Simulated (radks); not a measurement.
Effect of the nuclear size on neutral holmium, [Xe] 4f11 6s2. Method: Dirac Kohn-Sham, PBE, spin-unpolarised, spherical densities, finite nucleus; open shells are shared between the two j in proportion to 2j + 1; Fermi nuclear charge, rms radius 5.2022 fm; computed with a radial shooting solver on a logarithmic mesh with Libxc functionals. The rms radius is varied about that value; shifts are against it.

| rms radius (fm) | total energy shift (eV) | density at nucleus (e/bohr^3) | 1s1/2 shift (meV) | 2s1/2 shift (meV) | 5s1/2 shift (meV) | 5p1/2 shift (meV) | 6s1/2 shift (meV) | 4f7/2 shift (meV) | 6p1/2 (empty) shift (meV) |
|---|---|---|---|---|---|---|---|---|---|
| 4.63 | -5.95 | 8.321e+05 | -2440 | -323 | -2.42 | 0.269 | -0.088 | 0.447 | 0.089 |
| 4.9941 | -2.22 | 8.146e+05 | -912 | -121 | -0.905 | 0.100 | -0.033 | 0.167 | 0.033 |
| 5.2022 | 0 | 8.054e+05 | 0.000 | 0.000 | 0.000 | 0.000 | 0.000 | 0.000 | 0.000 |
| 5.4155 | 2.35 | 7.963e+05 | 963 | 127 | 0.955 | -0.106 | 0.035 | -0.176 | -0.035 |
| 5.7484 | 6.14 | 7.831e+05 | 2520 | 333 | 2.50 | -0.277 | 0.091 | -0.461 | -0.092 |

Slopes of the eigenvalues against <r^2> in GHz/fm^2, as finite differences over the two radii next to the reference (eigenvalue slopes, not the field-shift constants of lines): 1s1/2 103000, 2s1/2 13700, 5s1/2 102, 5p1/2 -11.4, 6s1/2 3.74, 4f7/2 -18.9, 6p1/2 (empty) -3.79.
